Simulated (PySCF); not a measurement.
Gas-phase reaction: 2 GaCl₂NH₂ → GaH₂Cl + GaCl₃ + N₂H₂

Energies from PySCF (xtb for GFN2), thermal terms from the rigid-rotor harmonic-oscillator model, ideal gas at 1 bar. † marks an energy on the PBE0/def2-TZVP geometry and frequencies; other levels use their own. MP2 freezes the core. 6-31G* has spherical d functions here. All species are closed-shell singlets. B3LYP is the form with VWN-RPA correlation. Ga: all electrons, no relativistic terms. GaCl₂NH₂, GaH₂Cl: computed as isolated molecules; such fragments, hydroxides, amides, oligomers or adducts are transient or little studied in the gas. MP2 isn't extrapolated to the basis-set limit; its ΔH°(298 K) is 368.3 kJ in def2-SVP and 398.7 kJ in def2-TZVPP. The harmonic model lacks anharmonicity and excited electronic states, which grow with temperature; levels with a mode under 35 cm⁻¹ are left out. Soft modes under 120 cm⁻¹ make the harmonic entropy rough for GaCl₂NH₂. Warning, point group unlike the PBE0 one: GaCl₂NH₂ (B3LYP/6-31G*, GFN2-xTB).

```json
[
 {"level": "B3LYP/6-31G*", "ΔE electronic, kJ": "337", "ΔH°(298 K), kJ": "313", "ΔS°(298 K), J/K": "124", "ΔG°(1000 K), kJ": "198"},
 {"level": "B3LYP/def2-TZVP†", "ΔE electronic, kJ": "363", "ΔH°(298 K), kJ": "340", "ΔS°(298 K), J/K": "111", "ΔG°(1000 K), kJ": "238"},
 {"level": "GFN2-xTB", "ΔE electronic, kJ": "357", "ΔH°(298 K), kJ": "335", "ΔS°(298 K), J/K": "115", "ΔG°(1000 K), kJ": "229"},
 {"level": "HF/def2-TZVP†", "ΔE electronic, kJ": "367", "ΔH°(298 K), kJ": "344", "ΔS°(298 K), J/K": "111", "ΔG°(1000 K), kJ": "242"},
 {"level": "M06-2X/def2-TZVP†", "ΔE electronic, kJ": "414", "ΔH°(298 K), kJ": "391", "ΔS°(298 K), J/K": "111", "ΔG°(1000 K), kJ": "290"},
 {"level": "MP2/def2-SVP†", "ΔE electronic, kJ": "391", "ΔH°(298 K), kJ": "368", "ΔS°(298 K), J/K": "111", "ΔG°(1000 K), kJ": "267"},
 {"level": "PBE/def2-TZVP†", "ΔE electronic, kJ": "364", "ΔH°(298 K), kJ": "341", "ΔS°(298 K), J/K": "111", "ΔG°(1000 K), kJ": "239"},
 {"level": "PBE0/def2-QZVP†", "ΔE electronic, kJ": "392", "ΔH°(298 K), kJ": "369", "ΔS°(298 K), J/K": "111", "ΔG°(1000 K), kJ": "267"},
 {"level": "r2SCAN/def2-TZVP†", "ΔE electronic, kJ": "394", "ΔH°(298 K), kJ": "371", "ΔS°(298 K), J/K": "111", "ΔG°(1000 K), kJ": "269"},
 {"level": "LDA/def2-TZVP†", "ΔE electronic, kJ": "423", "ΔH°(298 K), kJ": "400", "ΔS°(298 K), J/K": "111", "ΔG°(1000 K), kJ": "298"},
 {"level": "ωB97X-V/def2-TZVP†", "ΔE electronic, kJ": "384", "ΔH°(298 K), kJ": "361", "ΔS°(298 K), J/K": "111", "ΔG°(1000 K), kJ": "259"}
]
```
ΔH° is lowest at B3LYP/6-31G* and highest at LDA/def2-TZVP†. No reference value is set beside these.
